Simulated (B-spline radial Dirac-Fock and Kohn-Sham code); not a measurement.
Calculated with a radial B-spline solver, using ΔSCF Dirac-Fock with Breit, self-energy and vacuum polarisation, finite nucleus, configuration average. Correlation energy is missing from these numbers.

Question: An atom or ion in its tabulated ground configuration has these computed binding energies (the last is its least bound level). Which is it?

```tsv
level	binding energy (eV)
1s	56173.2
2s	13411.0
2p	12705.0
```

Answer: Gd⁵⁸⁺: Z = 64 with 6 electrons, [He] 2s2 2p2. The hydrogen-like estimate √(E/Ry) = 64.3 for the K level lies 0.3 above Z (screening lowers it, relativity raises it); the outermost level, at 12705.0 eV, fixes the charge.

Question: An atom or ion in its tabulated ground configuration has these computed binding energies (the last is its least bound level). Which is it?

```csv
level,binding energy (eV)
K,3834.7
L1,785.8
"L2,3",754.1
```

Answer: Ar¹³⁺: Z = 18 with 5 electrons, [He] 2s2 2p1. The hydrogen-like estimate √(E/Ry) = 16.8 for the K level lies 1.2 below Z; the outermost level, at 754.1 eV, fixes the charge.

Question: Identify the element and charge state from the binding energies below (tabulated ground configuration; the least bound level is included).

```tsv
level	binding energy (eV)
K	61995.6
L1	13990.1
L2	13549.5
L3	12611.1
M1	5695.1
```

Answer: Er⁵⁶⁺: Z = 68 with 12 electrons, [Ne] 3s2. The hydrogen-like estimate √(E/Ry) = 67.5 for the K level lies 0.5 below Z (screening lowers it, relativity raises it); the outermost level, at 5695.1 eV, fixes the charge.

Question: Identify the element and charge state from the binding energies below (tabulated ground configuration; the least bound level is included).

```
level  binding energy (eV)
   1s              19084.8
   2s               2803.0
2p1/2               2565.3
3p1/2                478.5
3d3/2                304.0
3d5/2                301.2
   4p                119.6
```

Answer: Nb⁶⁺: Z = 41 with 35 electrons, [Ar] 3d10 4s2 4p5. The hydrogen-like estimate √(E/Ry) = 37.5 for the K level lies 3.5 below Z (screening lowers it, relativity raises it); the outermost level, at 119.6 eV, fixes the charge.
